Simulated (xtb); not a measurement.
The xtb input:
```
$ xtb mol.xyz --gfn 0 --chrg -1 --uhf 1 --etemp 10 --json

# file mol.xyz
14

Si     0.06090000     0.22490000     0.46560000
C     -0.93200000     1.38420000    -0.67160000
C      1.76960000    -0.11080000    -0.30300000
C     -0.87690000    -1.41820000     0.67490000
H      0.23360000     0.86220000     1.78490000
H     -1.08030000     0.94810000    -1.65580000
H     -1.91320000     1.59710000    -0.25810000
H     -0.42270000     2.33340000    -0.80880000
H      2.36230000    -0.76890000     0.32530000
H      1.68360000    -0.58130000    -1.27870000
H      2.33130000     0.80940000    -0.43310000
H     -1.02380000    -1.91880000    -0.27830000
H     -1.85700000    -1.25970000     1.11460000
H     -0.33550000    -2.10170000     1.32220000
```

Task: What is the computed total energy (a free energy at this electronic temperature) (GFN0-xTB run with xtb 6.7.1)?

Result: -15.0201 Eh

Task: Estimate the partial charges in atom order that GFN0-xTB returns for this input.

Result: Si1 0.61, C2 -0.67, C3 -0.67, C4 -0.67, H5 -0.22, H6 0.08, H7 0.06, H8 0.06, H9 0.06, H10 0.08, H11 0.06, H12 0.08, H13 0.06, H14 0.06
